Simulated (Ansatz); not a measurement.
# Worked example: the barrier

An elementary step of SiN2H5F, singlet (SiN₂H₅F ([NH2][SiH]([NH2])[F]) → SiN₂H₄ ([NH2][Si][NH2]) + HF; bonds formed: F2–H3; bonds broken: Si1–F2, Si1–H3). “Start” is the structure reached by relaxing down from the saddle towards the reactants; PBE0-D4/def2-TZVP structures. The saddle:

```json
{"atom": "Si1", "x (Å)": "0.5259", "y (Å)": "0.0347", "z (Å)": "-0.3359"}
{"atom": "F2", "x (Å)": "-0.1765", "y (Å)": "-1.5300", "z (Å)": "-1.5571"}
{"atom": "H3", "x (Å)": "0.8665", "y (Å)": "-0.8988", "z (Å)": "-1.6073"}
{"atom": "N4", "x (Å)": "-0.6197", "y (Å)": "1.2807", "z (Å)": "-0.3745"}
{"atom": "N5", "x (Å)": "0.5420", "y (Å)": "-0.5265", "z (Å)": "1.2613"}
{"atom": "H6", "x (Å)": "-0.8327", "y (Å)": "1.7579", "z (Å)": "-1.2337"}
{"atom": "H7", "x (Å)": "-1.2912", "y (Å)": "1.4751", "z (Å)": "0.3506"}
{"atom": "H8", "x (Å)": "1.1229", "y (Å)": "-1.3018", "z (Å)": "1.5299"}
{"atom": "H9", "x (Å)": "-0.1372", "y (Å)": "-0.2914", "z (Å)": "1.9666"}
```

Computed with Ansatz 0.2.0 (basis: def2-TZVPP and def2-QZVPP); correlated methods freeze the cores.

Energies in eV:

| quantity | saddle | start |
| --- | --- | --- |
| Hartree–Fock, triple zeta (X = 3) | -13613.02649 | -13617.64436 |
| Hartree–Fock, quadruple zeta (X = 4) | -13613.56979 | -13618.19988 |
| MP2 correlation, X = 3 | -22.57717 | -21.79901 |
| MP2 correlation, X = 4 | -24.39074 | -23.59261 |
| CCSD(T) correlation, X = 3 | -24.01349 | -23.22734 |

**Question.** Work out the barrier at the basis limit: extrapolate Hartree–Fock as E(X) = E∞ + A exp(−7.88 √X) and the MP2 correlation as E(X) = E∞ + B X^−2.97 (the exponents that Neese and Valeev fitted for def2-TZVPP and QZVPP), then add CCSD(T) − MP2 in triple zeta.

**Answer.** Each step is linear, so take the differences first (saddle − start): Hartree–Fock 4.61787 (X = 3) and 4.63009 (X = 4); MP2 correlation -0.77816 and -0.79813; CCSD(T) correlation -0.78615.
Two points give E∞ = E(4) + w [E(4) − E(3)], with w = 1/(exp(7.88 (2 − √3)) − 1) = 0.1377 for Hartree–Fock and w = 1/((4/3)^2.97 − 1) = 0.7407 for the correlation.
Hartree–Fock: 4.63009 + 0.1377 × 0.01222 = 4.6318 eV.
MP2 correlation: -0.79813 + 0.7407 × (-0.01997) = -0.8129 eV.
CCSD(T) − MP2: -0.78615 − (-0.77816) = -0.0080 eV.
Sum: 4.6318 + (-0.8129) + (-0.0080) = 3.8109 eV, or 87.88 kcal/mol. Plain CCSD(T) in triple zeta gives 3.8317 eV, so the larger basis shifts the result by -0.0208 eV.

T1 diagnostic: at most 0.016.

Losses and insertions of silylenes and their heavier kin drive the gas-phase chemistry of silicon and germanium vapour deposition.

Labels in which every atom is bracketed show which atoms are joined, not bond orders.

For scale, one of the runs: CCSD(T)/def2-TZVPP, 205 basis functions, launched by `ansatz run in.yaml --threads 4 --pin off --events-out ev --progress --plain --max-ram 9574MiB`. Time: 43 s of wall clock on 4 CPU threads of an Arm Neoverse V2; the host was shared. Peak host memory: 2.7 GiB.
